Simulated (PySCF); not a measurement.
Labels have come off several samples. The candidates:

A. 4-isopropylaniline (CC(C)c1ccc(N)cc1)
B. `C#Cc1c(C#C)nn[nH]1`
C. `O=C/C(F)=C\F`

Spectrum 1. ¹H NMR (400 MHz, computed): δ 10.99 (br s, 1H), 3.75 (s, 1H), 3.21 (s, 1H). ¹³C{¹H} NMR (computed): δ 138.8 (C), 130.8 (C), 104.2 (CH), 95.9 (CH), 77.8 (C), 73.6 (C).

Spectrum 2. ¹H NMR (400 MHz, computed): δ 7.28 (d, 2H), 6.69 (d, 2H), 3.30 (br s, 2H), 2.48 (sept, 1H), 1.19 (d, 6H). ¹³C{¹H} NMR (computed): δ 150.6 (C), 142.7 (C), 132.9 (CH), 116.9 (CH), 39.5 (CH), 27.4 (CH3).

Spectrum 3. ¹H NMR (400 MHz, computed): δ 9.88 (ddd, J = 3.4, 2.6, 1.1 Hz, 1H), 7.53 (ddd, J = 74.8, 3.4, 2.4 Hz, 1H). ¹³C{¹H} NMR (computed): δ 188.3 (CH, dd, J = 43.6, 4.2 Hz), 158.2 (C, dd, J = 311.2, 20.6 Hz), 157.5 (CH, dd, J = 372.0, 63.2 Hz).

PySCF 2.14.0 with density-fitted response routines calculation with couplings computed with B3LYP/pcJ-1 (spin–dipole term left out of most H,H and C,H couplings), σ from GIAO-PBE0/pcSseg-1 and geometry from GFN2-xTB; relativity neglected, in vacuum, a single conformation, equivalent nuclei averaged.

Shifts are taken against calculated references (same method and geometry level): TMS for ¹H (31.72 ppm) and ¹³C (186.93 ppm). Multiplet labels drop J under 1 Hz and among equivalent protons, and merge close values. Unscaled 3J(H,H) run several per cent high. Where no couplings were computed, multiplicities follow the n + 1 count of equivalent neighbours, and m marks all less simple cases (inequivalent or close neighbours, rings, F or P nearby). One-bond C–F couplings are unscaled and too large by tens of Hz. Shifts are as computed. Against solution values, carbons near 30 ppm lie about +3 ppm off and those near 130 ppm about +5 ppm. Of 1211 compounds with measured shifts, 218 miss one by over three times the rms of a fit or turn the order of signals round; such compounds aren't used in these exercises. OH and NH positions are gas-phase values without hydrogen bonding to other molecules.

Q: Which spectrum belongs to which compound?

A: 1–B, 2–A, 3–C.

- Spectrum 1 (B): 6 ¹³C signals; δC 104.2 is a terminal alkyne carbon; δC 95.9 is a terminal alkyne carbon.
- Spectrum 2 (A): 6 ¹³C signals; δC 150.6 is an aromatic carbon bearing nitrogen; δC 132.9 is an aromatic CH.
- Spectrum 3 (C): 3 ¹³C signals; δC 188.3 is an aldehyde carbonyl carbon; δC 158.2 is an α carbon of a C=C–C=O unit.
